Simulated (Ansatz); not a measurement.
Two isomers of C3H10OSi: A = `CO[SiH](C)C`, B = `C[SiH2]C(C)O`.

Gas-phase electronic energies from Ansatz, PBE0-D4/def2-TZVP geometries. CCSD(T)/CBS is the MP2 limit (def2-TZVPP, def2-QZVPP) plus CCSD(T) − MP2 in def2-TZVPP, frozen cores. Functionals use def2-TZVPP. B3LYP here is the variant with VWN-RPA as its local correlation; programs differ in this. One conformer a species, not always the lowest.

Q: Which is lower in electronic energy at CCSD(T)/CBS, and by how much? (An estimate is asked.)

A: Ansatz gave: A, by 151.2 kJ/mol.

Q: Give E(B) − E(A) in kJ/mol with B3LYP, B3LYP-D4, CCSD(T)/def2-SVP, CCSD(T)/def2-TZVPP, HF/def2-TZVPP, ωB97M-V, PBE-D4. (An estimate is asked.)

A: Computed: B3LYP 154.9, B3LYP-D4 153.9, CCSD(T)/def2-SVP 133.3, CCSD(T)/def2-TZVPP 150.7, HF/def2-TZVPP 168.9, ωB97M-V 151.9, PBE-D4 138.9. None reverses the order clearly.

Q: Does the order hold for the free energy at 298.15 K (harmonic terms from PBE0-D4)? (Best estimate.)

A: Computed: Yes: G(B) − G(A) = +151.0 kJ/mol, for one conformer each.

Largest T1 diagnostic: 0.010.

In def2-TZVPP, CCSD(T) changes the Hartree–Fock value by −18.1 kJ/mol (the triples alone add −2.8 kJ/mol) and MP2 by −14.0 kJ/mol. From BLYP to BHLYP (50 % exact exchange), in def2-TZVPP and without D4, E(B) − E(A) moves by +11.1 kJ/mol.
